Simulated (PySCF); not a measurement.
Species: C6H16N3P.
Structure used (PBE0-D3(BJ)/def2-SVP), in Å, numbered top down from 1:
```
atom  x, y, z in Å
C1     1.790   -0.405   -0.940
N2     1.413   -0.453    0.447
C3     2.496   -0.459    1.393
P4    -0.179   -0.202    1.038
N5    -1.101   -1.024   -0.177
C6    -1.475   -2.397    0.025
C7    -2.035   -0.179   -0.881
C8    -1.403    1.202   -0.874
N9    -0.791    1.300    0.429
C10   -0.127    2.522    0.775
H11    0.905   -0.600   -1.562
H12    2.230    0.569   -1.234
H13    2.538   -1.187   -1.167
H14    3.129    0.449    1.327
H15    2.091   -0.511    2.416
H16    3.158   -1.333    1.243
H17   -0.670   -2.929    0.553
H18   -2.409   -2.518    0.612
H19   -1.622   -2.903   -0.944
H20   -3.026   -0.147   -0.378
H21   -2.200   -0.548   -1.910
H22   -0.669    1.307   -1.702
H23   -2.161    1.994   -1.011
H24   -0.824    3.376    0.722
H25    0.248    2.464    1.809
H26    0.738    2.756    0.118
```

Computed with PySCF at PBE0/pcSseg-1, non-relativistic, on one gas-phase PBE0-D3(BJ)/def2-SVP geometry that isn't relaxed in the solvent. The solvent is an IEF-PCM continuum (cavity from Bondi-type radii × 1.2). Only the electrostatic response of the medium enters.

```
run  E − E(gas) (kcal/mol)  HOMO (eV)  HOMO–LUMO gap (eV)  dipole (D)
gas                   0.00      -5.78                6.76        1.39
  P                  -2.74      -5.80                6.74        1.93
  Q                  -1.23      -5.77                6.75        1.61
```

Question: The runs were made in cyclohexane and tetrahydrofuran. Which run belongs to which solvent?

Answer: P = tetrahydrofuran, Q = cyclohexane. The dielectric constants are 2.017 (cyclohexane), 7.426 (tetrahydrofuran), and the energy falls further as ε rises. In this model the ground state sees the solvent through ε alone.

Question: How constant is the ratio of the lowering to (ε − 1)/(2ε + 1)?

Answer: 
```json
{"solvent": "cyclohexane", "(ε − 1)/(2ε + 1)": "0.202", "E − E(gas) (kcal/mol)": "-1.23", "ratio (kcal/mol)": "-6.1", "polarisation term (kcal/mol)": "-1.30"}
{"solvent": "tetrahydrofuran", "(ε − 1)/(2ε + 1)": "0.405", "E − E(gas) (kcal/mol)": "-2.74", "ratio (kcal/mol)": "-6.8", "polarisation term (kcal/mol)": "-3.12"}
```

The ratio changes by +10.9 % in size from cyclohexane to tetrahydrofuran. The polarisation term is half the interaction of the solute with the induced surface charges.
